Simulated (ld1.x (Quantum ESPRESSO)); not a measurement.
**Cutoff test, nickel (Ni), ultrasoft**

```
Element                 : Ni (Z = 28)
Generator               : ld1.x (Quantum ESPRESSO) 7.5
Type                    : ultrasoft
Functional              : PBE
Relativity              : scalar-relativistic
Frozen core             : [Ar]
Valence charge          : 10
Reference configuration : 3d8 4s1.75 4p0 (charge +0.25)
Partial waves           : 4s (bound): rcut 1.65, rcutus 1.90 bohr; 4s channel at 4.3 Ry: rcut 1.65, rcutus 1.90 bohr; 4p (bound, empty): rcut 0.85, rcutus 1.05 bohr; 4p channel at 0.8 Ry: rcut 0.85, rcutus 1.05 bohr; 3d (bound): rcut 0.85, rcutus 1.05 bohr; 3d channel at 1.2 Ry: rcut 0.85, rcutus 1.05 bohr
Local potential         : all-electron potential smoothed inside 1.25 bohr (lloc = -1)
Core correction         : none
Augmentation charge     : built from norm-conserving waves at rcut, not smoothed further
```

The pseudo-atom Hamiltonian at the reference potential is diagonalised in spherical Bessel functions j_l(qr) that vanish at 20 bohr, with q² up to the cutoff. All-electron valence levels (Ry): 4s -0.5456, 4p -0.1963, 3d -0.8073.

Task: How do the lowest levels (Ry) of each channel move with the cutoff, and are there ghosts?

Result:

```csv
cutoff (Ry),s #1,s #2,s #3,p #1,p #2,p #3,d #1,d #2,f #1,Σ f·Δε (mRy)
8,-0.5422,-0.0507,0.0535,-1.6774,-0.0873,0.0288,0.0120,0.0867,0.0752,6555.9
15,-0.5474,-0.0514,0.0529,-2.5711,-0.1374,0.0138,0.0107,0.0834,0.0752,6553.2
30,-0.5972,-0.4537,-0.0503,-3.1934,-0.1791,0.0054,0.0034,0.0675,0.0752,6581.6
45,-1.6488,-0.5419,-0.0510,-3.5857,-0.1906,0.0035,-0.2263,0.0219,0.0752,4650.1
70,-1.8240,-0.5426,-0.0511,-4.1268,-0.1952,0.0028,-0.7558,0.0170,0.0752,412.8
100,-1.8327,-0.5426,-0.0511,-4.3737,-0.1963,0.0026,-0.8059,0.0168,0.0752,11.8
160,-1.8329,-0.5426,-0.0511,-4.3879,-0.1963,0.0026,-0.8072,0.0168,0.0752,1.7
230,-1.8329,-0.5426,-0.0511,-4.3892,-0.1963,0.0026,-0.8073,0.0168,0.0752,0.5
400,-1.8329,-0.5426,-0.0511,-4.3894,-0.1963,0.0026,-0.8074,0.0168,0.0752,0.0
```

Result: ghost states, extra bound levels that the all-electron valence spectrum of the same l lacks: p at -59.7 eV, s at -24.9 eV (a true bound ghost makes a file unfit for plane-wave use); 10 mRy is reached at 120 Ry and 1 mRy at 180 Ry.

3 of 7 tests not solved or not reliable.
